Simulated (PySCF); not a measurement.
**Partial charges of `CO/C=C/c1ccccc1`**

C₉H₁₀O.
Z-matrix (Å and degrees, PBE0-D3(BJ)/def2-SVP geometry), rows numbered from 1:
```
C 
O   1  1.4015
C   2  1.3386  1  118.09
C   3  1.3462  2  127.56  1     0.39
C   4  1.4638  3  125.48  2   179.89
C   5  1.4070  4  123.73  3     3.42
C   6  1.3899  5  121.08  4  -179.83
C   7  1.3960  6  120.59  5    -0.16
C   8  1.3931  7  119.18  6    -0.02
C   9  1.3921  8  120.17  7     0.08
H   1  1.0972  2  106.95  3   179.47
H   1  1.1044  2  111.39  3    60.15
H   1  1.1045  2  111.44  3   -61.27
H   3  1.0932  2  110.13  1  -179.91
H   4  1.0927  3  119.27  2     0.33
H   6  1.0922  5  120.10  4     0.41
H   7  1.0929  6  119.45  5   180.00
H   8  1.0923  7  120.35  6  -179.89
H   9  1.0929  8  120.15  7  -179.90
H  10  1.0936  5  118.92  4    -0.03
```

Density: PBE0/pcSseg-1 (PySCF); schemes: Mulliken, IAO, Hirshfeld and ESP-fitted. Isolated species at its PBE0-D3(BJ)/def2-SVP geometry (one conformer only).

Question: For which atoms does the sign change between the 4 schemes (beyond +0.03 e in one, beyond −0.03 e in another)?

Answer: C5. Atomic charges aren't observables, and each scheme defines them in its own way.

Question: Do the Mulliken, IAO, Hirshfeld and ESP-fitted schemes agree on where the charge is highest?

Answer: The schemes don't all agree: Mulliken C3 (+0.257); IAO H11 (+0.163); Hirshfeld H11 (+0.057); ESP-fitted C5 (+0.254).

Question: Tabulate the Mulliken, IAO, Hirshfeld and ESP-fitted charges.

Answer: In e:

```
atom                    environment  Mulliken     IAO  Hirshfeld  ESP-fitted
  C1                 methoxy carbon    -0.054  -0.204     -0.029      -0.094
  O2                   ether oxygen    -0.460  -0.305     -0.102      -0.277
  C3  vinylic carbon bearing oxygen    +0.257  +0.069     +0.033      +0.167
  C4               alkene CH carbon    -0.212  -0.253     -0.099      -0.465
  C5    substituted aromatic carbon    -0.184  +0.013     -0.003      +0.254
  C6             aromatic CH carbon    -0.054  -0.159     -0.056      -0.280
  C7             aromatic CH carbon    -0.075  -0.145     -0.051      -0.097
  C8             aromatic CH carbon    -0.084  -0.162     -0.057      -0.177
  C9             aromatic CH carbon    -0.079  -0.147     -0.052      -0.132
 C10             aromatic CH carbon    -0.066  -0.159     -0.057      -0.220
 H11                methyl hydrogen    +0.139  +0.163     +0.057      +0.113
 H12                methyl hydrogen    +0.114  +0.134     +0.044      +0.093
 H13                methyl hydrogen    +0.114  +0.134     +0.044      +0.092
 H14               vinylic hydrogen    +0.113  +0.153     +0.054      +0.109
 H15               vinylic hydrogen    +0.093  +0.139     +0.037      +0.188
 H16              aromatic hydrogen    +0.085  +0.139     +0.045      +0.169
 H17              aromatic hydrogen    +0.092  +0.149     +0.049      +0.132
 H18              aromatic hydrogen    +0.092  +0.149     +0.048      +0.141
 H19              aromatic hydrogen    +0.093  +0.149     +0.049      +0.141
 H20              aromatic hydrogen    +0.074  +0.141     +0.045      +0.142
```

Mean size of the charges over all atoms: ESP-fitted 0.174 e, IAO 0.153 e, Mulliken 0.127 e, Hirshfeld 0.050 e. Each set sums to the total charge, 0, to within 0.001 e. The IAO scheme counts the electrons in orthogonalised intrinsic atomic orbitals, a minimal basis polarised so that it spans the occupied orbitals exactly.

Question: How closely do the schemes follow one another over all atoms?

Answer: Correlation coefficient and root-mean-square difference: IAO with Hirshfeld 0.98, 0.110 e; Hirshfeld with ESP-fitted 0.91, 0.148 e; IAO with ESP-fitted 0.89, 0.089 e; Mulliken with Hirshfeld 0.85, 0.114 e; Mulliken with IAO 0.83, 0.095 e; Mulliken with ESP-fitted 0.69, 0.144 e.

Question: Sum the charges by element, for elements with more than one atom.

Answer: 
```
element  atoms  Mulliken     IAO  Hirshfeld  ESP-fitted
      C      9    -0.551  -1.146     -0.370      -1.044
      H     10    +1.011  +1.452     +0.472      +1.321
```
